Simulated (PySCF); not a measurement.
## Orbital energies and ionisation energy

Compound: C₅H₈NP.
Geometry (PBE0-D3(BJ)/def2-SVP, Å), atoms numbered from 1 in this order:
```
atom  x, y, z in Å
C1    -2.236    0.896   -0.008
C2    -1.276    0.127   -0.914
C3     0.150    0.554   -0.774
N4     0.852    0.214    0.340
C5     2.130    0.690    0.393
C6     2.450    1.436   -0.711
P7     1.094    1.535   -1.849
H8    -3.274    0.560   -0.153
H9    -2.188    1.974   -0.221
H10   -1.987    0.759    1.057
H11   -1.572    0.259   -1.965
H12   -1.359   -0.957   -0.712
H13    0.459   -0.369    1.071
H14    2.754    0.447    1.254
H15    3.427    1.897   -0.855
```

Level: CAM-B3LYP/def2-SVPD (PySCF). Frontier orbitals with their largest atomic shares (Löwdin; up to four atoms above 4 %):

```json
{"orbital": "HOMO−3", "ε (eV)": "-10.70", "main atoms": "P7 18 %, C6 17 %, C3 16 %, C2 16 %"}
{"orbital": "HOMO−2", "ε (eV)": "-8.94", "main atoms": "P7 68 %, C6 12 %, C3 10 %"}
{"orbital": "HOMO−1", "ε (eV)": "-8.33", "main atoms": "C6 37 %, N4 20 %, C5 16 %, P7 13 %"}
{"orbital": "HOMO", "ε (eV)": "-7.27", "main atoms": "?"}
{"orbital": "LUMO", "ε (eV)": "0.86", "main atoms": "P7 21 %, C3 16 %, N4 11 %, C2 9 %"}
{"orbital": "LUMO+1", "ε (eV)": "1.14", "main atoms": "H13 19 %, P7 15 %, C3 12 %, C5 11 %"}
{"orbital": "LUMO+2", "ε (eV)": "1.80", "main atoms": "C5 15 %, C1 13 %, H14 11 %, C6 10 %"}
```

**Question.** What vertical ionisation energy does ΔSCF give, and how far is −ε(HOMO) from it?

**Answer.** ΔSCF: 7.96 eV (768 kJ/mol; threshold wavelength 156 nm); ⟨S²⟩ of the doublet left behind is 0.776, against 0.75 for a pure doublet. −ε(HOMO) is 7.27 eV, 0.69 eV below it. In exact Kohn–Sham theory the two would be equal; CAM-B3LYP (range-separated hybrid) falls short of its own ΔSCF value by 9 %.

**Question.** On which atoms does the HOMO lie?

**Answer.** P7 (phosphorus bonded to 2 C) 30 %, C3 (substituted aromatic carbon) 28 %, C5 (aromatic CH next to a ring nitrogen) 15 %, N4 (pyrrole-type nitrogen) 9 %, so no atom holds as much as 40 %. The HOMO−1 lies 1.06 eV lower.

**Question.** How many of the 10 lowest singlet excitations (vertical TDDFT, same level) lie below the ionisation energy?

**Answer.** All 10; they run from 5.36 to 7.12 eV.

**Question.** What kinetic energy would electrons from this vertical process carry with 118.2 nm light (10.49 eV)?

**Answer.** 10.49 − 7.96 = 2.53 eV.

**Question.** Shift the occupied levels rigidly so that −ε(HOMO) equals the ΔSCF value. What binding energies result?

**Answer.** The shift is +0.69 eV: HOMO 7.96, HOMO−1 9.02, HOMO−2 9.63, HOMO−3 11.39 eV. A rigid shift is only a rough guide to the deeper ionisations.

**Question.** With α = 90.5 au, estimate the like-pair dispersion coefficient by London's formula C6 = (3/4)α²I.

**Answer.** I = 0.2925 Eh, so C6 ≈ 1790 au; the Casimir–Polder integral at the same level gives 3030 au, 1.69 times as much.

One conformer (not necessarily the lowest) at the PBE0-D3(BJ)/def2-SVP geometry, without solvent, vibrations or thermal averaging.
